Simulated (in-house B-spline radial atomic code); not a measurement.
BSE on G0W0@HF excitations of B³⁺

Method: BSE on G0W0@HF. Computed with a B-spline radial code for spherical atoms: linear response of the closed shell 1s2 with a statically screened interaction on G0W0 levels; scalar-relativistic (spin-free one-electron X2C), finite nucleus, no spin-orbit coupling, no double excitations, S, P, D and F terms only.

Command:
```bash
python run_td.py task.json out
```
Settings (radii: box in bohr, nucleus in fm):
```
Z                        5
electrons                2
configuration            1s2
hamiltonian              x2c
method                   bse
box_radius               23.08
rms_radius               2.406
intervals                74
```

Cost of the run: 5.9 s on 1 thread of Intel(R) Xeon(R) 6975P-C (Granite Rapids), on a shared host.

The lowest states, in the order of their Tamm-Dancoff energies; the method's threshold (minus the highest G0W0 level) is 259.39 eV. Labels give the largest channel, * marks a mixed state, and oscillator strengths are full-response dipole values. Energies in eV:

| state | full response | Tamm-Dancoff | oscillator strength |
| --- | --- | --- | --- |
| 1s → 2s 3S | 198.43 | 198.48 | - |
| 1s → 2p 3P | 202.82 | 202.85 | - |
| 1s → 2s 1S | 203.18 | 203.24 | - |
| 1s → 2p 1P | 205.86 | 205.88 | 0.595 |
| 1s → 3s 3S | 233.43 | 233.45 | - |
| 1s → 3p 3P | ? | ? | - |
| 1s → 3s 1S | 234.66 | 234.68 | - |
| 1s → 3d 3D | 235.18 | 235.18 | - |
| 1s → 3d 1D | 235.21 | 235.21 | - |
| 1s → 3p 1P | 235.44 | 235.45 | 0.135 |
| 1s → 4s 3S | ? | ? | - |
| 1s → 4p 3P | 245.53 | 245.53 | - |
| 1s → 4s 1S | 245.55 | 245.56 | - |
| 1s → 4d 3D | 245.77 | 245.77 | - |
| 1s → 4f 3F | 245.79 | 245.79 | - |
| 1s → 4f 1F | 245.79 | 245.79 | - |

Q: Where does 1s → 3p 3P lie?

A: At 234.59 eV in full response, 234.60 eV in Tamm-Dancoff.

Q: Where does 1s → 4s 3S lie?

A: At 245.06 eV in full response, 245.07 eV in Tamm-Dancoff.

Q: How large is the singlet-triplet splitting of 1s → 2s (S terms) in Tamm-Dancoff?

A: 4.76 eV, from the unrounded values.

Q: What polarisabilities and dispersion coefficient does the method give?

A: Dipole 0.01944 bohr³, quadrupole 0.003405 bohr⁵, C6 0.002558 hartree·bohr⁶ for two such species.
